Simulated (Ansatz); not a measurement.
Reaction (redistribution): `[ZnH][O][SiH2]Br` + `B[SiH2]F` → `B[SiH2]Br` + `F[SiH2][O][ZnH]`

Program: Ansatz. Geometries: PBE0-D4/def2-TZVP. ΔE: electronic, gas phase. CCSD(T)/CBS is the MP2 limit (def2-TZVPP, def2-QZVPP) plus CCSD(T) − MP2 in def2-TZVPP, frozen cores. For Br, Zn outer-core shells are correlated without core-valence functions, which leaves a few kJ/mol of doubt a bond. Scalar relativity is left out up to krypton. One conformer a species, not always the lowest.

```json
{"level": "HF/def2-TZVPP", "ΔE (kJ/mol)": "-17.4"}
{"level": "CCSD/def2-TZVPP", "ΔE (kJ/mol)": "-15.2"}
```

Question: What does CCSD(T)/CBS give? (An estimate is asked.)

Answer: Computed: -12.2 kJ/mol. The listed levels differ from it by -5.2, -3.0 kJ/mol.

Largest T1 diagnostic among the species: 0.015.

Leaving LDA and LC-ωPBE aside and taking each functional with its dispersion term where it has one, the values, not all of them listed here, spread over 4.8 kJ/mol, from B2PLYP to revPBE-D4. In def2-TZVPP, CCSD(T) changes the Hartree–Fock value by +3.4 kJ/mol (the triples alone add +1.2 kJ/mol) and MP2 by +3.1 kJ/mol.
